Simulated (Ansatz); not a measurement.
Q: Predict a relaxed structure of the cluster InO2H, charge 0, singlet, at PBE0-D4/def2-TZVP (Ansatz).

A: 
```tsv
atom	x (Å)	y (Å)	z (Å)
In1	-1.0583	1.4379	0.4459
O2	-0.0767	-0.7852	-0.1144
O3	0.4345	0.4642	-0.6795
H4	0.7006	-1.1169	0.3480
```
 This is one stationary point.

In the def2 sets In takes a core potential; there is no spin–orbit coupling. The structure holds one bond between oxygen atoms, so isomers without such links may lie far lower. The structure comes from a short search, and lower isomers may exist.
